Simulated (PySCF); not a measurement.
H₅GeSi (SMILES [SiH3][GeH2]), doublet, geometry from GFN2-xTB. Base run: CAMB3LYP/cc-pVDZ in PySCF.

Here is a job for PySCF.
```python
from pyscf import gto, scf, dft

mol = gto.M(
    atom='''
Si   -1.54892639   -0.09194217    0.27867756
Ge    0.78199144    0.05566743   -0.19621592
H    -2.12792534   -1.10565042   -0.60367109
H    -2.15100443    1.20907190   -0.01374444
H    -1.85259815   -0.44954338    1.66619045
H     1.43037867   -1.20061145    0.47032318
H     1.36239242    1.05256596    0.85832548
''',
    basis='cc-pvdz',
    spin=1,
    verbose=4,
)

mf = dft.UKS(mol)
mf.xc = 'camb3lyp'
mf.kernel()
```

The base run was repeated with changes; each row names its change, and settings that it needs were set with it.

| change | ΔE vs base (mEh) | fitting functions | dipole (D) |
|---|---|---|---|
| base | 0.000 | - | 0.44 |
| auxbasis = cc-pvdz-jkfit | 99.702 | 398 | 0.44 |
| only_dfj = on; auxbasis = def2-universal-jfit | -0.529 | 164 | 0.44 |
| auxbasis = cc-pvtz-jkfit | -0.022 | 478 | 0.44 |
| auxbasis = def2-universal-jfit | 3825.8 | 164 | 0.42 |
| auxbasis = autoaux | 0.006 | 602 | 0.44 |
| exchange = seminumerical (SGX) (with mf = sgx.sgx_fit(mf, auxbasis='def2-universal-jfit'); with mf.with_df.dfj = True) | -0.515 | 164 | 0.44 |
| auxbasis = even-tempered beta=2.0 | -0.034 | 612 | 0.44 |
| auxbasis = even-tempered beta=1.6 | 0.004 | 919 | 0.44 |
| auxbasis = cc-pvtz-ri | -7972.8 | 438 | 0.47 |

A fitting set is made for a task (jfit for Coulomb, jkfit for Coulomb and exchange, ri for correlation) and for a family of orbital bases.

Open shells are given as the SCF converged; they aren't shown to be the lowest states, and a large step between rows can be another state.
